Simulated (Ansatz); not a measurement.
`N[SiH](O)[GaH2]` + H₂ → `N[SiH2][GaH2]` + H₂O  (hydrogenolysis of the Si–O bond)

Gas-phase electronic energies from Ansatz, PBE0-D4/def2-TZVP geometries. CBS: MP2 limit from def2 TZ/QZ plus the TZ coupled-cluster correction, frozen cores. This one scheme is used for every species. Functionals use def2-TZVPP. For Ga outer-core shells are correlated without core-valence functions, which leaves a few kJ/mol of doubt a bond. Scalar relativity is left out up to krypton. One conformer a species, not always the lowest.

```
             level  ΔE (kJ/mol)
            B97M-V         83.6
        r2SCAN0-D4         84.4
          BHLYP-D4         85.5
CCSD(T)/def2-TZVPP         82.2
```

Task: What does CCSD(T)/CBS give? (An estimate is asked.)

Result: Ansatz gave: +82.8 kJ/mol. The listed levels differ from it by 0.8, 1.6, 2.7, -0.6 kJ/mol.

Task: What do rigid-rotor, harmonic-oscillator terms from PBE0-D4/def2-TZVP frequencies (298.15 K, 1 bar) make of the CCSD(T)/CBS value? (Estimate.)

Result: The calculation gave: ΔZPE = +12.4 kJ/mol, ΔH = +93.2 kJ/mol, ΔS = 31 J/(mol·K), ΔG = +84.0 kJ/mol.

Largest T1 diagnostic among the species: 0.013.

Leaving LDA and LC-ωPBE aside and taking each functional with its dispersion term where it has one, the values, not all of them listed here, spread over 11.8 kJ/mol, from HSE06-D4 to BLYP-D4. LDA lies +7.0 kJ/mol from PBE without D4. The D4 term adds +5.7 kJ/mol with B3LYP and +3.0 kJ/mol with PBE0; it sums over pairs of atoms, weighted by their polarisabilities, and B3LYP, whose exchange is more repulsive, gets the larger term.

CCSD(T)/CBS has its own doubt, a few kJ/mol and more with outer-core shells, so smaller differences from it don't rank the levels.

B3LYP here is the variant with VWN-RPA as its local correlation; programs differ in this.
